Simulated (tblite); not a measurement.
C₄H₁₂GeOSe.
Bonds: C1–C2, C2–Se3, Se3–C4, C4–O5, O5–C6, C6–Ge7. Hydrogens: H8, H9, H10 on C1; H11, H12 on C2; H13, H14 on C4; H15, H16 on C6; H17, H18, H19 on Ge7.

Computed with GFN2-xTB (tblite), gas phase: L-BFGS steps from a force-field or distance-geometry start until the largest atomic force falls under 0.01 eV/Å.

Step 68: E = -648.1209 eV
```
atom  x, y, z in Å  |  force x, y, z in eV/Å
C1     -2.6656    0.6033    0.3382    0.007  -0.020   0.004
C2     -2.6383   -0.9060    0.4718   -0.007  -0.008  -0.009
Se3    -0.8504   -1.6597    0.8667    0.062  -0.009   0.003
C4      0.1382   -1.0298   -0.7708   -0.014  -0.022   0.015
O5      1.4273   -0.6445   -0.5004   -0.010   0.015  -0.019
C6      1.5467    0.4998    0.3248   -0.001  -0.001  -0.002
Ge7     3.4942    0.7662    0.4649    0.049  -0.010   0.042
H8     -2.2734    1.0765    1.2353   -0.011   0.005   0.017
H9     -2.0780    0.9362   -0.5151   -0.008   0.030   0.011
H10    -3.6895    0.9380    0.1835   -0.016  -0.001   0.028
H11    -2.9996   -1.3997   -0.4312   -0.007   0.015  -0.030
H12    -3.2391   -1.2370    1.3201   -0.039   0.019  -0.025
H13    -0.4709   -0.2162   -1.1864    0.027  -0.005   0.001
H14     0.1849   -1.8669   -1.4694    0.000  -0.019   0.005
H15     1.0905    0.3063    1.3041   -0.024  -0.007   0.008
H16     1.0226    1.3570   -0.1168   -0.014  -0.007  -0.026
H17     4.0322    1.3995   -0.7755   -0.014  -0.011   0.008
H18     3.8188    1.6459    1.6302    0.022   0.021  -0.034
H19     4.1397   -0.5599    0.6491   -0.002   0.015   0.000
```

Step 69: E = -648.1216 eV
```
atom  x, y, z in Å  |  force x, y, z in eV/Å
C1     -2.6685    0.6055    0.3430   -0.002  -0.017  -0.003
C2     -2.6405   -0.9039    0.4704    0.025  -0.031   0.000
Se3    -0.8504   -1.6593    0.8644    0.036  -0.006   0.002
C4      0.1396   -1.0316   -0.7727   -0.013  -0.025   0.030
O5      1.4278   -0.6461   -0.5014    0.020   0.009  -0.024
C6      1.5480    0.4975    0.3239    0.005   0.003   0.004
Ge7     3.4966    0.7666    0.4633    0.017   0.008   0.016
H8     -2.2864    1.0774    1.2455   -0.014  -0.007   0.007
H9     -2.0734    0.9411   -0.5036    0.005   0.039   0.004
H10    -3.6912    0.9393    0.1776   -0.015  -0.003   0.036
H11    -3.0003   -1.3965   -0.4342   -0.002   0.027  -0.026
H12    -3.2399   -1.2395    1.3174   -0.049   0.018  -0.017
H13    -0.4692   -0.2189   -1.1885    0.013   0.011  -0.012
H14     0.1890   -1.8684   -1.4707   -0.012  -0.033  -0.003
H15     1.0946    0.3016    1.3044   -0.021  -0.001   0.004
H16     1.0198    1.3531   -0.1159   -0.004  -0.001  -0.021
H17     4.0382    1.3944   -0.7799   -0.025  -0.019   0.024
H18     3.8135    1.6540    1.6240    0.031   0.024  -0.025
H19     4.1429   -0.5570    0.6559    0.005   0.003   0.003
```

Step 70: E = -648.1221 eV
```
atom  x, y, z in Å  |  force x, y, z in eV/Å
C1     -2.6712    0.6067    0.3470    0.015  -0.013  -0.025
C2     -2.6424   -0.9030    0.4692    0.042  -0.036   0.004
Se3    -0.8498   -1.6580    0.8633    0.005  -0.004   0.003
C4      0.1406   -1.0333   -0.7737   -0.001  -0.019   0.026
O5      1.4286   -0.6472   -0.5024    0.039  -0.002  -0.020
C6      1.5491    0.4958    0.3233    0.006   0.005   0.004
Ge7     3.4990    0.7671    0.4624   -0.020   0.018  -0.008
H8     -2.2959    1.0771    1.2530   -0.010  -0.013   0.012
H9     -2.0704    0.9456   -0.4947    0.002   0.035   0.011
H10    -3.6925    0.9408    0.1751   -0.026  -0.005   0.036
H11    -3.0009   -1.3937   -0.4374    0.005   0.033  -0.020
H12    -3.2420   -1.2414    1.3147   -0.048   0.014  -0.015
H13    -0.4667   -0.2207   -1.1912   -0.001   0.016  -0.016
H14     0.1925   -1.8705   -1.4710   -0.022  -0.036  -0.002
H15     1.0973    0.2983    1.3047   -0.014   0.005  -0.004
H16     1.0173    1.3496   -0.1162    0.008   0.003  -0.011
H17     4.0427    1.3903   -0.7827   -0.031  -0.023   0.031
H18     3.8103    1.6607    1.6188    0.039   0.028  -0.014
H19     4.1446   -0.5551    0.6609    0.012  -0.007   0.008
```

Step 71: E = -648.1229 eV
```
atom  x, y, z in Å  |  force x, y, z in eV/Å
C1     -2.6740    0.6081    0.3516    0.003  -0.004  -0.018
C2     -2.6434   -0.9024    0.4674    0.045  -0.027   0.005
Se3    -0.8482   -1.6559    0.8622   -0.032  -0.004   0.006
C4      0.1424   -1.0354   -0.7745    0.018  -0.005   0.007
O5      1.4307   -0.6490   -0.5034    0.047  -0.015  -0.011
C6      1.5506    0.4938    0.3228    0.000   0.003   0.000
Ge7     3.5014    0.7678    0.4621   -0.061   0.022  -0.029
H8     -2.3068    1.0767    1.2622   -0.007  -0.026   0.005
H9     -2.0680    0.9516   -0.4840    0.012   0.036   0.002
H10    -3.6946    0.9424    0.1738   -0.019  -0.017   0.036
H11    -3.0007   -1.3897   -0.4417    0.019   0.037  -0.012
H12    -3.2454   -1.2436    1.3102   -0.036   0.006  -0.013
H13    -0.4622   -0.2219   -1.1948   -0.012   0.008  -0.013
H14     0.1962   -1.8734   -1.4711   -0.032  -0.032   0.003
H15     1.0992    0.2944    1.3046   -0.005   0.012  -0.013
H16     1.0141    1.3446   -0.1175    0.024   0.012   0.001
H17     4.0458    1.3848   -0.7857   -0.031  -0.023   0.028
H18     3.8077    1.6694    1.6121    0.046   0.032   0.001
H19     4.1457   -0.5531    0.6667    0.020  -0.016   0.015
```

Q: Estimate the geometry and energy of step 72. (The exact step hangs on the optimiser's Hessian estimate; all steps are aligned on step 71, rigid shifts and turns removed.)

A: E = -648.1238 eV, largest force 0.096 eV/Å
```
atom  x, y, z in Å  |  force x, y, z in eV/Å
C1     -2.6768    0.6091    0.3562    0.016  -0.001  -0.023
C2     -2.6435   -0.9025    0.4650    0.027  -0.001   0.004
Se3    -0.8470   -1.6535    0.8620   -0.056  -0.006   0.008
C4      0.1452   -1.0377   -0.7744    0.036   0.013  -0.022
O5      1.4341   -0.6505   -0.5033    0.035  -0.027   0.004
C6      1.5514    0.4930    0.3228   -0.011  -0.004  -0.009
Ge7     3.5028    0.7687    0.4621   -0.088   0.015  -0.034
H8     -2.3156    1.0748    1.2705    0.002  -0.032   0.009
H9     -2.0670    0.9584   -0.4746    0.009   0.031   0.005
H10    -3.6967    0.9441    0.1762   -0.023  -0.028   0.027
H11    -2.9993   -1.3856   -0.4473    0.034   0.037  -0.005
H12    -3.2500   -1.2458    1.3041   -0.016  -0.004  -0.015
H13    -0.4559   -0.2228   -1.1985   -0.019  -0.010  -0.004
H14     0.2000   -1.8772   -1.4701   -0.036  -0.018   0.016
H15     1.0987    0.2926    1.3041    0.006   0.016  -0.019
H16     1.0105    1.3401   -0.1198    0.041   0.021   0.010
H17     4.0468    1.3786   -0.7884   -0.028  -0.018   0.017
H18     3.8084    1.6785    1.6055    0.048   0.027   0.009
H19     4.1441   -0.5532    0.6709    0.022  -0.010   0.021
```

The energy changes by -0.0009 eV. The first-order estimate −F·Δx gives -0.0012 eV and the mean of the old and new forces, exact on a quadratic surface, -0.0009 eV. The step makes an angle of 76° with the force vector and moves no atom by more than 0.012 Å.

The cost below is that of the whole relaxation. The run took 5.4 s wall, 3.9 s CPU on an Intel Xeon at 2.50 GHz with one thread, no GPU, on a shared host.
